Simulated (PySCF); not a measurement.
Work out the structure from these simulated measurements.

Formula: C8H7FO.

* Valence photoelectron: vertical ionisation energy: 9.46 eV [ΔSCF CAM-B3LYP/def2-SVPD]
* Dipole: 1.60 D [CAM-B3LYP/def2-SVPD]
* Triplet: lowest triplet excitation (Tamm–Dancoff): 3.47 eV [TDA CAM-B3LYP/def2-SVPD]
* Rotational structure: rotational constants A, B, C: 2.539, 0.937, 0.687 GHz [PBE0-D3(BJ)/def2-SVP]
* 13C NMR: chemical shifts (computed TMS as zero) by class: 197.4 (1 C), 170.0 (1 C), 141.4 (1 C), 135.5 (1 C), 129.3 (1 C), 125.3 (1 C), 120.8 (1 C), 27.5 (1 C) ppm [GIAO PBE0/pcSseg-1]
* 1H NMR: chemical shifts (computed TMS as zero) by class: 8.26 (1 H), 7.59 (1 H), 7.46 (1 H), 7.31 (1 H), 2.55 (3 H) ppm [GIAO PBE0/pcSseg-1]

Gas-phase values; electronic properties from PySCF, density fitting. Levels stand in brackets. Geometry: PBE0-D3(BJ)/def2-SVP, one conformer, isolated molecule. Each NMR value is the plain mean over a class of atoms that symmetry, rotation or inversion makes alike.

**Question.** Propose a structure and show how it fits.

**Answer.** Numbering: `[CH3:1][C:2](=[O:3])[c:4]1[cH:5][cH:6][cH:7][c:8]([F:9])[cH:10]1`. Its formula, C8H7FO, gives 5 degrees of unsaturation: 1 ring and 4 π bonds in the structure found (Kekulé form). 8 carbons fall into 8 classes; from least to most shielded: ketone carbonyl carbon [C2] (197.4 ppm), aromatic C–F carbon [C8] (170.0 ppm), substituted aromatic carbon [C4] (141.4 ppm), aromatic CH carbon [C6] (135.5 ppm), aromatic CH carbon [C5] (129.3 ppm), aromatic CH carbon [C7] (125.3 ppm), aromatic CH carbon [C10] (120.8 ppm), methyl carbon next to a carbonyl [C1] (27.5 ppm). Hydrogen classes from least to most shielded: 1 H on an aromatic CH carbon, C5 (8.26 ppm), 1 H on an aromatic CH carbon, C6 (7.59 ppm), 1 H on an aromatic CH carbon, C10 (7.46 ppm), 1 H on an aromatic CH carbon, C7 (7.31 ppm), 3 H on a methyl carbon next to a carbonyl, C1 (2.55 ppm). The first electron is taken from the HOMO, whose largest Löwdin shares are 0.23 on an aromatic CH carbon, 0.20 on the aromatic C–F carbon, 0.11 on an aromatic CH carbon and 0.11 on the substituted aromatic carbon. The optimised geometry has point group Cs and is an asymmetric top. Structure: `CC(=O)C1=CC=CC(F)=C1`. Computed isomers that give other values at the same levels: `O=Cc1ccc(CF)cc1` (rotational constant A: 4.585 GHz; this holds for the one conformer computed); `CC(=O)c1ccccc1F` (rotational constant A: 2.237 GHz; this holds for the one conformer computed); `CC(=O)c1ccc(F)cc1` (rotational constant A: 3.685 GHz; this holds for the one conformer computed). The assignments are read from this structure; whether some other isomer fits the data as well wasn't checked.

Conformer computed: `[CH3:1][C:2](=[O:3])[c:4]1[cH:5][cH:6][cH:7][c:8]([F:9])[cH:10]1`: C1–C2–C4–C5 180°.
